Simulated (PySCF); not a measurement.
InFBr2, SMILES [Br][In]([Br])[F].

Coordinates come from a PBE-D3(BJ)/def2-SVP optimisation. The structure was generated by enumeration; whether it is a known compound was not checked. The def2 effective core potentials stand for the cores of In; spin–orbit coupling is left out.

Level of theory: PBE-D3(BJ)/def2-SVP run with PySCF 2.14.0.

Frequencies are harmonic and unscaled.

| mode | ν (cm⁻¹) | IR (km/mol) | moving atoms (share of kinetic energy) |
|---|---|---|---|
| 1 | 59 | 2.1 | Br 66 %, In 29 % |
| 2 | 94 | 12.6 | In 47 %, F 39 %, Br 14 % |
| 3 | 112 | 18.1 | F 82 %, Br 13 % |
| 4 | 222 | 3.8 | Br 79 %, In 17 % |
| 5 | 282 | 47.0 | In 52 %, Br 48 % |
| 6 | 594 | 49.7 | F 85 %, In 15 % |
